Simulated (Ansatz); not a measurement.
Ansatz (an electronic-structure program) input (CCSD(T,full)/cc-pwCVTZ):
A basis named .json is the Basis Set Exchange file of that set.

Ansatz 0.2 input:
```yaml
crystal:
  periodic: [false, false, false]
  atoms:
    - {symbol: C, position_ang: [-1.99206114, 0.93668498, 0.71334976]}
    - {symbol: C, position_ang: [-0.83653982, -0.05566899, 0.57819084]}
    - {symbol: C, position_ang: [-1.31741275, -1.35957021, -0.06153589]}
    - {symbol: C, position_ang: [0.32092891, 0.57787584, -0.20120963]}
    - {symbol: C, position_ang: [1.59289906, -0.26962651, -0.22321292]}
    - {symbol: O, position_ang: [2.64970401, 0.28953086, -0.87448419]}
    - {symbol: H, position_ang: [-2.38975328, 1.20240596, -0.26982499]}
    - {symbol: H, position_ang: [-1.66916309, 1.85783580, 1.20224912]}
    - {symbol: H, position_ang: [-2.80960891, 0.51215286, 1.29931198]}
    - {symbol: H, position_ang: [-0.47417768, -0.28715970, 1.58753069]}
    - {symbol: H, position_ang: [-2.15661871, -1.77997087, 0.49577606]}
    - {symbol: H, position_ang: [-1.65353036, -1.18390456, -1.08728609]}
    - {symbol: H, position_ang: [-0.53461159, -2.11959949, -0.09194229]}
    - {symbol: H, position_ang: [0.01285001, 0.77973921, -1.23146489]}
    - {symbol: H, position_ang: [0.57441615, 1.54270908, 0.24641510]}
    - {symbol: H, position_ang: [1.88085105, -0.60408593, 0.78977277]}
    - {symbol: H, position_ang: [1.41482886, -1.21454001, -0.77815692]}
basis:
  gaussian:
    orbitals: cc-pwCVTZ.json
magnetization: {spin_polarized: true, initial_magnetization: 1}
correlation: {method: ccsd_t, frozen_orbitals: {C: 0, H: 0, O: 0}}
```

Output:

```
Functional definition: HF
integrals: 11.42 GiB planned
2360 factors; integrals over basis functions are off by at most 1.0e-3 eV
3.02 GiB of device memory are held for the factors and their scratch space
mean field: 3.04 GiB planned
mean field evaluation 1: about -7357.9132 eV, gradient 3.1e1 eV
mean field evaluation 2: about -7357.9157 eV, gradient 3.1e1 eV
mean field evaluation 4: about -7364.5407 eV, gradient 5.4e0 eV
mean field evaluation 8: about -7365.0732 eV, gradient 3.9e-1 eV
mean field evaluation 16: about -7365.0800 eV, gradient 2.7e-6 eV
mean field evaluation 32: about -7365.0773 eV, gradient 4.9e-2 eV
mean field evaluation 64: about -7364.8139 eV, gradient 2.3e0 eV
mean field evaluation 96: about -7364.9219 eV, gradient 7.4e-2 eV
mean field -7365.07998387 eV, -270.6616971768 hartree, gradient 2.7e-6 eV, S^2 0.759730; 6 other end points of the search recorded, 0 dependent functions left out
determinant -7365.07998387 eV, -270.6616971768 hartree, with singles and doubles -7404.38545414 eV, -272.1061465670 hartree
determinant -7364.91484785 eV, -270.6556285397 hartree, with singles and doubles -7404.19453673 eV, -272.0991304814 hartree
determinant -7365.07998387 eV, -270.6616971768 hartree, with singles and doubles -7404.29604010 eV, -272.1028606616 hartree
determinant -7364.91484785 eV, -270.6556285397 hartree, with singles and doubles -7404.10233688 eV, -272.0957421994 hartree
reference -7365.07998387 eV, -270.6616971768 hartree; 25, 24 occupied and 387, 388 virtual orbitals, 2360 factors
second order -37.11663787 eV of doubles, -0.00000000 eV of singles
coupled cluster: 57.08 GiB planned
cycle   1  -39.21605590 eV  change    3.3e-7 eV  update   5.2e-6
perturbative correction -1.28194093 eV, -0.0471104601 hartree
Total energy: -7405.57798070 eV, -272.1499711098 hartree
```

It need not be the lowest isomer of its formula.
